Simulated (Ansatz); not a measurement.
GeH4NO can be A, `[NH2][GeH2][O]`•, or B, `[NH][GeH2][OH]`•.

Computed with Ansatz on PBE0-D4/def2-TZVP structures; ΔE is electronic, products minus reactants. CBS: MP2 limit from def2 TZ/QZ plus the TZ coupled-cluster correction, frozen cores. Functionals use def2-TZVPP. B3LYP here is the variant with VWN-RPA as its local correlation; programs differ in this. Open shells (•) are unrestricted, without spin–orbit coupling. For Ge outer-core shells are correlated without core-valence functions, which leaves a few kJ/mol of doubt a bond. Scalar relativity is left out up to krypton. One conformer a species, not always the lowest.

A:

```xyz
7

N    -0.901   -0.497    0.524
Ge    0.565    0.266   -0.231
O     1.746   -1.000   -0.696
H    -1.600   -0.894   -0.085
H    -1.332    0.002    1.286
H     1.181    1.204    0.815
H     0.342    0.920   -1.612
```

B:

```xyz
7

N    -0.579    1.007    0.967
Ge   -0.024   -0.438   -0.065
O     0.745    0.242   -1.508
H    -1.177    0.685    1.736
H     0.995   -1.244    0.770
H    -1.177   -1.306   -0.589
H     1.217    1.055   -1.311
```

(1) Which is lower in electronic energy at CCSD(T)/CBS, and by how much? (Best estimate.)

(2) Give E(B) − E(A) in kJ/mol with LDA (SPW92), MP2/def2-TZVPP, BLYP-D4, B3LYP-D4, HF/def2-TZVPP, CCSD(T)/def2-TZVPP, B3LYP. (Estimate.)

(3) Does the order hold for the free energy at 298.15 K (harmonic terms from PBE0-D4)? (An estimate is asked.)

Largest T1 diagnostic: 0.017.

## Answers

(1) The calculation gave: B, by 33.7 kJ/mol.

(2) The calculation gave: LDA (SPW92) -31.6, MP2/def2-TZVPP -41.2, BLYP-D4 -28.5, B3LYP-D4 -27.5, HF/def2-TZVPP -8.1, CCSD(T)/def2-TZVPP -32.6, B3LYP -27.4. None reverses the order clearly.

(3) Computed: Yes: G(B) − G(A) = -38.6 kJ/mol, for one conformer each.

From BLYP to BHLYP (50 % exact exchange), in def2-TZVPP and without D4, E(B) − E(A) moves by +7.3 kJ/mol. At CCSD(T), def2-SVP lies +10.7 kJ/mol from the extrapolated value and def2-TZVPP +1.2 kJ/mol.
